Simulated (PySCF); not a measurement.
Orbital picture of CaI⁺

PBE0 at R = 2.688 Å; basis Ca x2c-SVPall, I x2c-SVPall; spin-free X2C with a Gaussian nucleus; PySCF 2.14. State: ¹Σ⁺ (singlet), closed shell. Only the outer orbitals are listed, counted within each symmetry.

```json
{"orbital": "7π", "occ.": "2", "ε (eV)": "-36.64", "on Ca (%)": "100", "main shells (%)": "100 Ca p"}
{"orbital": "7π", "occ.": "2", "ε (eV)": "-36.64", "on Ca (%)": "100", "main shells (%)": "100 Ca p"}
{"orbital": "14σ", "occ.": "2", "ε (eV)": "-36.54", "on Ca (%)": "99", "main shells (%)": "99 Ca p"}
{"orbital": "15σ", "occ.": "2", "ε (eV)": "-22.52", "on Ca (%)": "5", "main shells (%)": "95 I s"}
{"orbital": "16σ", "occ.": "2", "ε (eV)": "-12.38", "on Ca (%)": "17", "main shells (%)": "80 I p, 9 Ca s"}
{"orbital": "8π", "occ.": "2", "ε (eV)": "-11.49", "on Ca (%)": "10", "main shells (%)": "89 I p"}
{"orbital": "8π", "occ.": "2", "ε (eV)": "-11.49", "on Ca (%)": "10", "main shells (%)": "89 I p"}
{"orbital": "17σ", "occ.": "0", "ε (eV)": "-7.27", "on Ca (%)": "98", "main shells (%)": "80 Ca s, 9 Ca p"}
{"orbital": "3δ", "occ.": "0", "ε (eV)": "-5.97", "on Ca (%)": "100", "main shells (%)": "100 Ca d"}
{"orbital": "3δ", "occ.": "0", "ε (eV)": "-5.97", "on Ca (%)": "100", "main shells (%)": "100 Ca d"}
```

Task: Which are the highest filled and the lowest empty level, where do they sit, and how wide is the gap?

Result: Highest filled 8π at -11.49 eV (in %: 89 I p); lowest empty 17σ at -7.27 eV (in %: 80 Ca s, 9 Ca p); the gap at PBE0 is 4.22 eV.

- bond order (Mayer): 1.46
- ⟨S²⟩: 0.000
- charge on Ca (Mulliken, basis-dependent): 1.15
- charge on Ca (Löwdin, basis-dependent): 0.82
- dipole moment (positive dipole points towards I; it is taken about the centre of mass and depends on that origin): -14.14 D
- polarisability along the bond: 69.8 bohr³
- polarisability across the bond: 33.7 bohr³

Spin–orbit coupling is left out.
